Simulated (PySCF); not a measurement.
Compound: HC(Cl)(F)CF2OMe, C3H4ClF3O.
SMILES: `COC(F)(F)[C@H](F)Cl`

Theory: PySCF 2.14.0, density-fitted response routines, TDDFT CAM-B3LYP/def2-SVPD, vertical, gas phase, core orbitals frozen in the response. The structure is a single PBE0-D3(BJ)/def2-SVP conformer in the gas phase; no vibrational or solvent corrections. Torsions of this conformer, `[CH3:1][O:2][C:3]([F:4])([F:5])[C@H:6]([F:7])[Cl:8]`: C1–O2–C3–F4 -57°, O2–C3–C6–F7 -176°.

| state | E (eV) | E (hartree) | f | main configurations (H = HOMO, L = LUMO) |
| --- | --- | --- | --- | --- |
| S1 | 7.57 | 0.2783 | 0.0016 | H→L (45%), H→L+1 (40%) |
| S2 | 7.87 | 0.2893 | 0.0029 | H-1→L (32%), H-1→L+1 (25%), H-2→L (15%) |
| S3 | 8.82 | 0.3240 | 0.024 | H→L+1 (33%), H→L+2 (31%), H→L (24%) |
| S4 | 8.86 | 0.3256 | 0.018 | H-1→L (40%), H-1→L+1 (27%), H-2→L (18%) |
| S5 | 9.18 | 0.3374 | 0.060 | H-1→L+2 (31%), H-2→L (30%), H-1→L+1 (14%) |
| S6 | 9.35 | 0.3437 | 0.0077 | H-2→L+1 (47%), H-1→L+1 (17%), H-2→L (10%) |
| S7 | 9.51 | 0.3497 | 0.0094 | H-1→L+3 (26%), H-2→L+2 (15%), H-1→L+2 (13%) |
| S8 | 9.61 | 0.3532 | 0.018 | H→L+3 (44%), H→L+7 (14%) |
| S9 | 9.80 | 0.3603 | 0.060 | H→L+4 (39%), H→L+2 (17%), H→L+6 (13%) |
| S10 | 9.93 | 0.3650 | 0.013 | H-3→L (29%), H→L+3 (15%), H-4→L (11%) |

Triplets, Tamm–Dancoff:

```tsv
state	E (eV)	λ (nm)	main configurations (H = HOMO, L = LUMO)
T1	6.82	181.8	H→L (42%), H→L+1 (36%)
T2	7.05	175.8	H-1→L (26%), H-1→L+1 (23%), H-2→L (16%)
T3	8.59	144.3	H→L+2 (35%), H→L+1 (31%), H→L (18%)
T4	8.70	142.5	H-1→L (40%), H-2→L (20%), H-1→L+1 (20%)
```

The lowest singlet lies at 7.57 eV (164 nm, vacuum ultraviolet) and is very weak; its leading configuration is HOMO→LUMO (45%). The largest oscillator strength of a single state is 0.060. Löwdin shares by element: HOMO chlorine 72%, carbon 16% or more; LUMO chlorine 32%, carbon 26% or more, fluorine 8% or more (atoms not listed hold the other 35%). Weighted by f, the mean energy of these states is 9.36 eV. The oscillator strengths of these states sum to 0.214; summed over the whole spectrum of an exact calculation they would give the number of electrons, 74 (Thomas–Reiche–Kuhn). Orbital energies (eV): HOMO-3 -12.13, HOMO-2 -11.17, HOMO-1 -10.77, HOMO -10.63, LUMO 1.06, LUMO+1 1.17, LUMO+2 1.65. All these states lie below the vertical ionisation energy of 11.65 eV (ΔSCF). Only the lowest 10 singlets were computed, as vertical energies without vibronic structure.
